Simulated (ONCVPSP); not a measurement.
**Transferability test, ONCV potential for Ti (Z = 22)**

Ti (Z = 22), optimised norm-conserving Vanderbilt (ONCV), made with ONCVPSP 4.0.1 (PBE, scalar-relativistic). Core [Ne], reference 3s2 3p6 3d2 (charge +2). Waves: 3s: rc 1.40 bohr, ncon 4, nbas 7, qcut 8.4 1/bohr, 3 projectors, debl 2.2 Ha; 3p: rc 1.30 bohr, ncon 4, nbas 7, qcut 9.3 1/bohr, 2 projectors, debl 3.1 Ha; 3d: rc 1.30 bohr, ncon 3, nbas 8, qcut 11.2 1/bohr, local. Local part: the d channel. Core correction: Teter function fitted to the true core (icmod 2), fcfact 0.45.

In the s channel the program set the typed energies aside and used -2.887, 0.250, 2.450 Ha.

Energies are relative to the spin-unpolarised reference configuration 3s2 3p6 3d2; without spin polarisation the order of configurations can differ from experiment.

Problem. Give the all-electron excitation energy and the error of the potential for: 3s2 3p6 3d2 4s2; 3s2 3p6 3d2 4s1; 3s2 3p6 3d1; 3s2 3p6 3d2 4s1.5.

Solution.

```csv
valence configuration,charge,ΔE all-electron (eV),error AE − PS (meV)
3s2 3p6 3d2 4s2,0,-20.919,+1.3
3s2 3p6 3d2 4s1,+1,-13.572,+0.6
3s2 3p6 3d1,+3,26.948,+16
3s2 3p6 3d2 4s1.5,+0.5,-17.982,+0.9
```

Levels in the configuration 3s2 3p6 3d2 4s1:

```json
{"level": "3s", "all-electron (eV)": "-69.918", "pseudo (eV)": "-69.911"}
{"level": "3p", "all-electron (eV)": "-46.152", "pseudo (eV)": "-46.149"}
{"level": "3d", "all-electron (eV)": "-11.368", "pseudo (eV)": "-11.364"}
{"level": "4s", "all-electron (eV)": "-10.351", "pseudo (eV)": "-10.351"}
```
